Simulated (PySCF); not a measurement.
An unknown is described by computed data only.

Formula: C7H11ClSi.

| Property | Result |
| --- | --- |
| 13C NMR | chemical shifts (computed TMS as zero) by class: 114.9 (1 C), 85.9 (1 C), 27.9 (1 C), 8.4 (1 C), 8.3 (1 C), 7.4 (1 C), 5.9 (1 C) ppm [GIAO PBE0/pcSseg-1] |
| 1H NMR | chemical shifts (computed TMS as zero) by class: 5.32 (1 H), 2.10 (3 H), 1.64 (1 H), 1.00 (1 H), 0.59 (1 H), 0.55 (1 H), 0.35 (1 H), -0.02 (1 H), -0.16 (1 H) ppm [GIAO PBE0/pcSseg-1] |
| Dipole | 2.54 D [PBE0/pcSseg-1] |
| Rotational structure | rotational constants A, B, C: 1.047, 0.893, 0.559 GHz [GFN2-xTB] |
| NMR, other nuclei | isotropic shieldings of nuclei other than C and H, by class: 373 (1 Si), 970 (1 Cl) ppm [GIAO PBE0/pcSseg-1] |

Gas-phase values; electronic properties from PySCF, density fitting. Levels stand in brackets. The structure is a single GFN2-xTB conformer in the gas phase; no vibrational or solvent corrections. GFN2-xTB frequencies show an imaginary mode (33i cm⁻¹), so this geometry is no minimum at that level. Each NMR value is the plain mean over a class of atoms that symmetry, rotation or inversion makes alike.

Problem. Give a SMILES that accounts for the data.

Solution. Numbering: `[CH3:1][C:2]#[C:3][Si@@H:4]([Cl:5])[CH2:6][CH:7]1[CH2:8][CH2:9]1`. Its formula, C7H11ClSi, gives 3 degrees of unsaturation: 1 ring and 2 π bonds in the structure found. 7 carbons fall into 7 classes; from least to most shielded: alkyne carbon [C2] (114.9 ppm), alkyne carbon [C3] (85.9 ppm), chain sp3 carbon bound to silicon [C6] (27.9 ppm), three-membered-ring carbon [C9] (8.4 ppm), three-membered-ring carbon [C8] (8.3 ppm), three-membered-ring carbon [C7] (7.4 ppm), propargylic carbon [C1] (5.9 ppm). Hydrogen classes from least to most shielded: 1 H on a chlorine-bound silicon, Si4 (5.32 ppm), 3 H on a propargylic carbon, C1 (2.10 ppm), 1 H on an sp3 carbon bound to silicon, C6 (1.64 ppm), 1 H on a three-membered-ring carbon, C7 (1.00 ppm), 1 H on a three-membered-ring carbon, C9 (0.59 ppm), 1 H on a three-membered-ring carbon, C8 (0.55 ppm), 1 H on a three-membered-ring carbon, C9 (0.35 ppm), 1 H on a three-membered-ring carbon, C8 (-0.02 ppm), 1 H on an sp3 carbon bound to silicon, C6 (-0.16 ppm). The other shieldings belong to: 373 ppm, chlorine-bound silicon [Si4]; 970 ppm, silicon-bound chlorine [Cl5]. The optimised geometry has point group C1 and is an asymmetric top. Structure: `CC#C[Si@@H](Cl)CC1CC1`. Computed isomers that give other values at the same levels: `C=C[SiH2][C@@](C)(Cl)C#CC` (13C chemical shifts (computed TMS as zero) by class: 145.4 (1 C), 139.6 (1 C), 93.7 (1 C), 88.0 (1 C), 52.1 (1 C), 32.2 (1 C), 5.2 (1 C) ppm); `Cl[C@@H]1[SiH2]C=C1C1CCC1` (13C chemical shifts (computed TMS as zero) by class: 184.3 (1 C), 130.6 (1 C), 50.1 (1 C), 36.5 (1 C), 28.2 (1 C), 23.5 (1 C), 16.6 (1 C) ppm); `CCCC1=CC=C(Cl)[SiH2]1` (13C chemical shifts (computed TMS as zero) by class: 150.8 (1 C), 150.6 (1 C), 150.2 (1 C), 150.0 (1 C), 40.8 (1 C), 29.5 (1 C), 16.0 (1 C) ppm). The assignments are read from this structure; whether some other isomer fits the data as well wasn't checked. The mirror image fits equally.

Conformer computed: `[CH3:1][C:2]#[C:3][Si@@H:4]([Cl:5])[CH2:6][CH:7]1[CH2:8][CH2:9]1`: C3–Si4–C6–C7 -61°, Si4–C6–C7–C8 153°.
